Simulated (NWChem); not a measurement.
System: iodine (I2); SMILES II

```xyz
2

I      0.0000     0.0000     1.3412
I      0.0000     0.0000    -1.3412
```
Atoms are numbered in this order, from 1.

Coordinates come from a PBE0/def2-SVP optimisation. def2 effective core potentials on I; no spin-orbit coupling.

Problem. List the 4 lowest vertical singlet excitations from CAM-B3LYP/def2-SVPD with def2 effective core potentials on I, TDA (NWChem).

Solution. 
| state | energy (eV) | oscillator strength | leading excitation (squared amplitude) |
|---|---|---|---|
| S1 | 2.22 | 0.001 | HOMO → LUMO (0.99) |
| S2 | 2.22 | 0.001 | HOMO−1 → LUMO (0.99) |
| S3 | 3.92 | 0.000 | HOMO−2 → LUMO (0.98) |
| S4 | 3.92 | 0.000 | HOMO−3 → LUMO (0.98) |
